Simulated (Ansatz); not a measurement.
A CCSD(T) single point on C₁₀H₁₉N, SMILES `CCCCCCCCCC#N`.

```yaml
crystal:
  periodic: [false, false, false]
  atoms:
    - {symbol: C, position_ang: [-1.590114, 2.398874, -0.944595]}
    - {symbol: C, position_ang: [-0.166335, 2.706077, -1.378923]}
    - {symbol: C, position_ang: [0.844890, 1.590545, -1.136955]}
    - {symbol: C, position_ang: [0.564385, 0.293050, -1.901659]}
    - {symbol: C, position_ang: [-0.300134, -0.754327, -1.191231]}
    - {symbol: C, position_ang: [0.483013, -1.773286, -0.367957]}
    - {symbol: C, position_ang: [1.216754, -1.238276, 0.856634]}
    - {symbol: C, position_ang: [0.327494, -0.609862, 1.921194]}
    - {symbol: C, position_ang: [-0.750339, -1.546957, 2.472528]}
    - {symbol: C, position_ang: [-0.195898, -2.771685, 3.027340]}
    - {symbol: N, position_ang: [0.265127, -3.733415, 3.456744]}
    - {symbol: H, position_ang: [-2.239129, 3.265069, -1.092932]}
    - {symbol: H, position_ang: [-2.018983, 1.569802, -1.511989]}
    - {symbol: H, position_ang: [-1.633686, 2.133845, 0.116443]}
    - {symbol: H, position_ang: [-0.163008, 2.955915, -2.446540]}
    - {symbol: H, position_ang: [0.178472, 3.606340, -0.858924]}
    - {symbol: H, position_ang: [0.909482, 1.390932, -0.062721]}
    - {symbol: H, position_ang: [1.830884, 1.967012, -1.427517]}
    - {symbol: H, position_ang: [1.514826, -0.181974, -2.169316]}
    - {symbol: H, position_ang: [0.095840, 0.559485, -2.855825]}
    - {symbol: H, position_ang: [-0.866762, -1.311496, -1.943998]}
    - {symbol: H, position_ang: [-1.051407, -0.261612, -0.566290]}
    - {symbol: H, position_ang: [1.218299, -2.254270, -1.022369]}
    - {symbol: H, position_ang: [-0.194558, -2.577229, -0.058943]}
    - {symbol: H, position_ang: [1.964030, -0.500029, 0.550387]}
    - {symbol: H, position_ang: [1.778048, -2.060916, 1.311933]}
    - {symbol: H, position_ang: [0.949592, -0.263417, 2.750835]}
    - {symbol: H, position_ang: [-0.184493, 0.272145, 1.526786]}
    - {symbol: H, position_ang: [-1.462652, -1.823930, 1.690315]}
    - {symbol: H, position_ang: [-1.323640, -1.046420, 3.257545]}
basis:
  gaussian: {orbitals: def2-TZVPP}
correlation: {method: ccsd_t}
```

```sh
$ ansatz run in.yaml --threads 4 --pin off --events-out ev --progress --plain --max-ram 66560MiB --backend cuda --devices 0, --max-vram 37GiB
```

Output of Ansatz, abridged:

```
Functional definition: HF
3539 factors; integrals over basis functions are off by at most 9.0e-4 eV
mean field evaluation 1: about -12081.3339 eV, gradient 5.8e1 eV
mean field evaluation 2: about -12081.8963 eV, gradient 5.8e1 eV
mean field evaluation 4: about -12091.1715 eV, gradient 9.4e0 eV
mean field evaluation 8: about -12091.4195 eV, gradient 5.3e-1 eV
mean field -12091.42074657 eV, -444.3515165769 hartree, gradient 1.3e-6 eV, S^2 0.000000; 0 other end points of the search recorded, 0 dependent functions left out
11 core orbitals not correlated: weight in the atoms' cores, before any rotation towards them, 1.000 or more for the frozen orbitals, at most 0.000 for the correlated occupied ones
reference -12091.42074657 eV, -444.3515165769 hartree; 32, 32 occupied and 564, 564 virtual orbitals, 3539 factors
second order -52.08143096 eV of doubles, -0.00000000 eV of singles
cycle   1  -53.11093124 eV  change    -1.0e0 eV  update   1.5e-1
cycle   2  -54.40310217 eV  change    -1.3e0 eV  update   4.2e-2
cycle   3  -54.64337470 eV  change   -2.4e-1 eV  update   1.8e-2
cycle   4  -54.63931837 eV  change    4.1e-3 eV  update   4.4e-3
cycle   5  -54.64198229 eV  change   -2.7e-3 eV  update   1.7e-3
cycle   6  -54.64274256 eV  change   -7.6e-4 eV  update   4.4e-4
cycle   7  -54.64280525 eV  change   -6.3e-5 eV  update   1.4e-4
cycle   8  -54.64285364 eV  change   -4.8e-5 eV  update   3.9e-5
perturbative correction -2.34376610 eV, -0.0861318156 hartree
Total energy: -12148.40736630 eV, -446.4457362253 hartree
```

It took 11 min on 4 threads of an AMD EPYC 7R13 on a shared host and a share of an NVIDIA H100 80 GB, with 3.7 GiB of host memory at the peak.

The correlation energy is -56.987 eV, 4.1 % of it from (T); the T1 diagnostic reads 0.0099.
